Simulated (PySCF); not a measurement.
Excitation energy of Pr+ by level of theory

Pr+ [Xe] 4f3 6s1 (high-spin determinant) → Pr+ [Xe] 4f2 5d1 6s1 (high-spin determinant), as a difference of total energies. Calculation: PySCF 2.14, in cc-pVDZ-X2C (8s7p5d3f1g, 84 functions); the spin-free X2C one-electron Hamiltonian (Gaussian nucleus). Correlated levels: valence: [Kr] 4d10 frozen. The calculations carry no spin-orbit coupling.

| method | excitation energy (eV) |
| --- | --- |
| UHF | -0.055 |
| MP2 (valence) | 0.562 |
| SCS-MP2 (valence) | 0.373 |
| CCSD (valence) | 0.529 |
| CCSD(T) (valence) | 0.603 |

Problem. How much does correlation contribute at CCSD(T) (valence)?

Solution. 0.603 − (-0.055) = 0.658 eV, measured against UHF.

A first-order spin-orbit estimate (lowest level to lowest level, LS coupling) adds -0.076 eV.

The determinant of the lower state and of the upper state mixes LS terms, which raises its energy above the lowest term, most at the Hartree-Fock and MP2 levels.
